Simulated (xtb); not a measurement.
Sb(F)2(OMe) (CH3F2OSb), SMILES [Sb]([O]C)([F])[F]. All values are semi-empirical tight-binding results from xtb (GFN2-xTB unless named), good for trends rather than for accurate numbers. Geometry optimised at GFN2-xTB. The values are those of a single conformer.

Optimised geometry:

```xyz
8

Sb    -0.3257     0.2403     0.3943
F     -1.6254    -0.0885    -1.0506
F      0.8037     1.3863    -0.7975
O      0.6026    -1.3557    -0.1667
C      2.0107    -1.4395    -0.2279
H      2.4465    -1.5620     0.7667
H      2.2286    -2.3249    -0.8240
H      2.4451    -0.5668    -0.7155
```

For metal compounds this method's bond lengths and energies can be far off.

Computed properties:
| Quantity | Result |
|---|---|
| orbital gap | 4.30 eV |
| zero-point energy | 26.6 kcal/mol |
| G − E(el) at 298.15 K (modified RRHO) | 5.1 kcal/mol |

Computed atomic charges and the Wiberg bond orders between heavy atoms:
charges (e) Sb1 0.64, F2 -0.25, F3 -0.28, O4 -0.32, C5 0.03, H6 0.04, H7 0.08, H8 0.06. Bond orders Sb1–F2 1.14, Sb1–F3 1.10, Sb1–O4 1.19, O4–C5 0.97.
